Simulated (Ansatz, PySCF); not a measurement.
Complex: C2H2 (SMILES C#C) (first 4 atoms) with H2S (SMILES S); geometry from B3LYP-D3(BJ)/def2-TZVP, rigid monomers moved along the line of their centres of mass till C2···H7 is 3.05 Å.
(charge 0, multiplicity 1):
```xyz
7

C      0.519     0.272    -0.157
C     -0.592    -0.149    -0.007
H      1.505     0.646    -0.289
H     -1.579    -0.521     0.127
S      0.186     0.937     4.151
H      0.677    -0.297     4.348
H      0.087     0.750     2.824
```

```json
[
 {"level": "HF/6-31G* (no counterpoise)", "interaction energy (kcal/mol)": "-1.01", "minus CCSD(T)/CBS(aug-cc-pV(D+d)Z, aug-cc-pV(T+d)Z)": "0.42", "cost": "-"},
 {"level": "HF/aug-cc-pV(D+d)Z", "interaction energy (kcal/mol)": "-0.55", "minus CCSD(T)/CBS(aug-cc-pV(D+d)Z, aug-cc-pV(T+d)Z)": "0.87", "cost": "-"},
 {"level": "HF/aug-cc-pV(T+d)Z", "interaction energy (kcal/mol)": "-0.53", "minus CCSD(T)/CBS(aug-cc-pV(D+d)Z, aug-cc-pV(T+d)Z)": "0.89", "cost": "-"},
 {"level": "PBE-D4/def2-TZVPPD", "interaction energy (kcal/mol)": "-1.72", "minus CCSD(T)/CBS(aug-cc-pV(D+d)Z, aug-cc-pV(T+d)Z)": "-0.30", "cost": "×1"},
 {"level": "r2SCAN/def2-TZVPPD", "interaction energy (kcal/mol)": "-1.24", "minus CCSD(T)/CBS(aug-cc-pV(D+d)Z, aug-cc-pV(T+d)Z)": "0.18", "cost": "×2"},
 {"level": "B3LYP/3-21G (no counterpoise)", "interaction energy (kcal/mol)": "-1.48", "minus CCSD(T)/CBS(aug-cc-pV(D+d)Z, aug-cc-pV(T+d)Z)": "-0.06", "cost": "-"},
 {"level": "B3LYP/6-31G* (no counterpoise)", "interaction energy (kcal/mol)": "-1.33", "minus CCSD(T)/CBS(aug-cc-pV(D+d)Z, aug-cc-pV(T+d)Z)": "0.09", "cost": "-"},
 {"level": "PBE0-D3(BJ)/def2-TZVPPD", "interaction energy (kcal/mol)": "-1.69", "minus CCSD(T)/CBS(aug-cc-pV(D+d)Z, aug-cc-pV(T+d)Z)": "-0.26", "cost": "×2"},
 {"level": "M06-2X/6-31G* (no counterpoise)", "interaction energy (kcal/mol)": "-1.68", "minus CCSD(T)/CBS(aug-cc-pV(D+d)Z, aug-cc-pV(T+d)Z)": "-0.26", "cost": "-"},
 {"level": "MP2/6-31G* (no counterpoise)", "interaction energy (kcal/mol)": "-1.48", "minus CCSD(T)/CBS(aug-cc-pV(D+d)Z, aug-cc-pV(T+d)Z)": "-0.06", "cost": "-"},
 {"level": "MP2/aug-cc-pV(D+d)Z", "interaction energy (kcal/mol)": "-1.39", "minus CCSD(T)/CBS(aug-cc-pV(D+d)Z, aug-cc-pV(T+d)Z)": "0.03", "cost": "-"},
 {"level": "MP2/aug-cc-pV(T+d)Z", "interaction energy (kcal/mol)": "-1.52", "minus CCSD(T)/CBS(aug-cc-pV(D+d)Z, aug-cc-pV(T+d)Z)": "-0.09", "cost": "-"},
 {"level": "SCS-MP2/aug-cc-pV(D+d)Z", "interaction energy (kcal/mol)": "-1.13", "minus CCSD(T)/CBS(aug-cc-pV(D+d)Z, aug-cc-pV(T+d)Z)": "0.29", "cost": "-"},
 {"level": "CCSD(T)/CBS(aug-cc-pV(D+d)Z, aug-cc-pV(T+d)Z)", "interaction energy (kcal/mol)": "-1.42", "minus CCSD(T)/CBS(aug-cc-pV(D+d)Z, aug-cc-pV(T+d)Z)": "0.00", "cost": "×300*"}
]
```

 The comparison column counts from a level with limits of its own.

The rows run from -1.72 (PBE-D4/def2-TZVPPD) to -0.53 kcal/mol (HF/aug-cc-pV(T+d)Z). From aug-cc-pV(D+d)Z to aug-cc-pV(T+d)Z MP2 changes by -0.13.

Interaction energies are E(AB) − E(A) − E(B) at the monomers' geometry in the complex; basis-set methods are counterpoise corrected. Rows marked so take none.

Cores are frozen in the correlated methods. CBS(a, b) extrapolates the correlation energy as X⁻³ and adds the Hartree–Fock energy of set b. Rows in 3-21G, 6-31G* carry no dispersion term and start afresh at each structure (6-31G* with six Cartesian d functions). MP2/6-31G* freezes PySCF's default core.

The values were computed with Ansatz (Gaussian basis) for Hartree–Fock, density functionals and correlated methods; PySCF for 3-21G rows, 6-31G* rows, the dispersion terms. 

Costs are rough ratios of core time to PBE/def2-TZVPPD (about 5 s over the structures, on one shared machine); a dash marks a level with no comparable run of its own. A star marks coupled-cluster runs past 200 virtual orbitals, where the program's memory plan changes under this machine's limit, so their costs aren't comparable with smaller runs.

Ansatz is a program for electronic structure.
